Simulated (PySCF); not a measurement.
# A small calculation by hand: oscillator strength and radiative lifetime

C₂Cl₂F₂, SMILES Cl/C(F)=C(\F)Cl.

Geometry: B3LYP-D3(BJ)/def2-SVP.

TDDFT-PBE/def2-SVPD run with PySCF 2.14.0 puts the first singlet state with f over 0.02 at 6.35 eV (vertical), with the transition dipole (-0.270, 1.455, 0.000) in atomic units.

**Question.** Find the oscillator strength, the wavelength and the radiative lifetime that this transition would have in vacuum if emission retraced absorption.

**Answer.** 
|μ|² = 2.1899 au, so |μ| = 3.76 D. ΔE = 6.35/27.211 = 0.2334 hartree. f = (2/3) ΔE |μ|² = 0.341 (the program prints 0.341).
λ = 1239.84/6.35 = 195 nm; ν = 51216 cm⁻¹.
Einstein's coefficient A = 0.6670 ν² f s⁻¹ (ν in cm⁻¹) = 6.0e8 s⁻¹, so τ = 1/A = 1.7 ns. This state is S3; the lower singlets have f = 0.000, 0.001. The figure is the radiative limit of this one transition; relaxation, internal conversion, crossing to triplets and a medium change what is measured.
